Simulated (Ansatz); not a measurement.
```yaml
crystal:
  periodic: [false, false, false]
  atoms:
    - {symbol: F, position_ang: [0.143901, 1.321494, -1.862026]}
    - {symbol: C, position_ang: [-0.433631, 0.208023, 1.146682]}
    - {symbol: C, position_ang: [0.636371, 0.082188, 0.944323]}
    - {symbol: Al, position_ang: [-0.119175, -0.194146, -1.424387]}
    - {symbol: H, position_ang: [-0.911344, 1.160595, 0.932603]}
    - {symbol: H, position_ang: [-1.218474, -0.576767, 1.341992]}
    - {symbol: H, position_ang: [1.516789, 0.715992, 0.493261]}
    - {symbol: H, position_ang: [1.277108, -1.041163, 1.144877]}
    - {symbol: H, position_ang: [0.921366, -1.252891, -1.599095]}
    - {symbol: H, position_ang: [-1.880887, -0.577358, -1.288216]}
basis:
  gaussian: {orbitals: cc-pVTZ-PP}
hamiltonian: {xc: {name: r2SCANh}, dispersion: d4}
output: {forces: true}
```

```sh
$ ansatz run in.yaml --threads 2 --pin off --events-out ev --progress --plain --max-ram 4352MiB
```

Output, abridged:

```
Functional definition: r2SCANh
Error: <dir> the basis set cc-pVTZ-PP has no functions for F
```

In this input the basis set is misnamed or doesn't suit the job. The program refused the input.
